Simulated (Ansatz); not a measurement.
Stepwise reaction of `[SiH3][SiH2][GeH3]` with hydrogen, as a gas-phase model of exchange steps in deposition or etching. ΔE in kJ/mol; ΔG adds harmonic PBE0-D4 terms to CCSD(T)/CBS, at 1 bar.

Gas-phase electronic energies from Ansatz, PBE0-D4/def2-TZVP geometries. CCSD(T)/CBS adds triple-zeta CCSD(T) − MP2 to the extrapolated MP2 energy (def2 sets, frozen cores). This one scheme is used for every species. DFT in def2-TZVPP. B3LYP here is the variant with VWN-RPA as its local correlation; programs differ in this. For Ge outer-core shells are correlated without core-valence functions, which leaves a few kJ/mol of doubt a bond. Scalar relativity is left out up to krypton.

| step | reaction | PBE-D4 | B3LYP-D4 | ωB97M-V | CCSD(T)/CBS | ΔG(400 K) |
| --- | --- | --- | --- | --- | --- | --- |
| 2 | `[SiH3][GeH3]` + H₂ → GeH₄ + SiH₄ | 6.4 | -4.9 | -7.0 | -2.2 | 3.2 |

Question: Give the row of step 1, `[SiH3][SiH2][GeH3]` + H₂ → `[SiH3][GeH3]` + SiH₄. (Best estimate.)

Answer: Computed: 
| step | reaction | PBE-D4 | B3LYP-D4 | ωB97M-V | CCSD(T)/CBS | ΔG(400 K) |
| --- | --- | --- | --- | --- | --- | --- |
| 1 | `[SiH3][SiH2][GeH3]` + H₂ → `[SiH3][GeH3]` + SiH₄ | 1.2 | -13.8 | -18.0 | -11.9 | -7.0 |

Question: By hand: ΔE of the 2 steps together at CCSD(T)/CBS.

Answer: (-11.9) + (-2.2) = -14.1 kJ/mol, or -7.1 kJ/mol a step.

In ΔE each step is higher than the one before. ΔG lies between -7.0 and 3.2 kJ/mol a step. PBE-D4 differs from CCSD(T)/CBS by 8.6 to 13.1 kJ/mol a step. Isolated molecules leave out the surface, adducts and barriers. Largest T1 diagnostic: 0.013.
